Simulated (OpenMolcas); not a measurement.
Rh5+ in a point-charge field

Rh5+ among 5 point charges of -2 e arranged as a trigonal bipyramid (D3h), 2.03 Å from the ion, with the axial distance 1.928 Å.

| Quantity | Value |
| --- | --- |
| Program | OpenMolcas |
| Method | SS-CASPT2, IPEA 0.25 Eh, imaginary shift 0.1 Eh (closed shells correlated: 4s 4p) |
| Basis | ANO-RCC-VDZP [6s5p3d1f] |
| Scalar Hamiltonian | DKH2, point nucleus |
| Active space | 4 electrons in 5 orbitals (4d) |
| State averaging | 2S+1 = 5 even, 5 roots; 2S+1 = 3 even, 45 roots; 2S+1 = 1 even, 50 roots |
| Spin-orbit coupling | RASSI with atomic mean-field integrals over the reference wave functions |

The lowest spin-free states (labels of D3, the rotations of D3h), above the lowest:

| State | Degeneracy | E (cm-1) | Free-ion L (%) |
| --- | --- | --- | --- |
| 5A1 | 1 | 0 | D (100) |
| 5E | 2 | 6550 | D (100) |
| 5E | 2 | 8610 | D (100) |
| 3E | 2 | 21690 | H (81) |
| 3A2 | 1 | 22290 | H (80) |
| 3A1 | 1 | 22300 | H (81) |
| 3A2 | 1 | 23350 | P (56) |
| 3E | 2 | 23690 | H (58) |
| 3E | 2 | 25160 | P (49) |
| 3A1 | 1 | 26060 | G (85) |
| 3E | 2 | 26850 | H (100) |
| 3A2 | 1 | 27160 | H (80) |
| 3E | 2 | 27450 | H (51) |
| 3E | 2 | 28180 | F (82) |
| 3A1 | 1 | 28300 | F (52) |
| 3A2 | 1 | 28310 | F (52) |
| 3E | 2 | 28420 | F (54) |
| 2S+1 = 1 | 2 | 30470 | I (100) |
| 3E | 2 | 30550 | P (44) |
| 3E | 2 | 31740 | G (81) |

The lowest levels with spin-orbit coupling:

```csv
E (cm-1),Degeneracy,Label,2S+1,g
0,1,A1,5,
180,2,E,5,0.00 0.00 3.98
640,2,E,5,0.00 0.00 7.94
6100,1,A2,5,
6330,1,A1,5,
6550,2,E,5,0.00 0.00 4.69
6840,2,E,5,0.00 0.00 2.73
7300,2,E,5,0.00 0.00 5.66
7810,2,,5,0.00 0.00 9.78
8160,1,A2,5,
8270,1,A1,5,
9130,2,E,5,0.00 0.00 0.59
9820,2,E,5,0.00 0.00 4.36
10390,1,A1,5,
10390,1,A2,5,
10860,2,E,5,0.00 0.00 11.93
20860,1,A1,3 (90 %),
21350,1,A1,3,
21350,1,A2,3,
21630,2,E,3,0.00 0.00 8.04
```

Powder χT (cm3 K/mol): 0.0287 at 2 K, 0.143 at 10 K, 0.712 at 50 K, 1.25 at 100 K, 1.69 at 200 K, 1.86 at 300 K. The effective moment at 300 K is 2.828 √(χT) = 3.86 μB.

The lowest level has 2S+1 = 5, for which the spin-only value is χT = S(S+1) / 2 = 3.000 cm3 K/mol (g = 2). The computed 1.862 at 300 K differs by -1.138, through orbital momentum, spin-orbit coupling and any other state in reach.

Roots that are degenerate in the reference are averaged as groups; the widest CASPT2 spread within a group is 190 cm-1 (the 2-fold group of multiplicity 5 near 8610 cm-1 above the lowest state of its run). Shifts and gaps below about the spread of the groups concerned are not significant. Point charges give a weaker field than real ligands, and real ions of this kind are as a rule low spin; the high spin found here belongs to the model. Free-ion shares, where given, are those of the reference states; single-state CASPT2 does not remix them. Point charges carry no covalency, so the field is a model and not that of real ligands. No measured value stands beside these numbers.

A state without a sure symmetry label is named by its multiplicity alone. With an even number of electrons the g values are those of a degenerate or nearly degenerate non-Kramers pair.
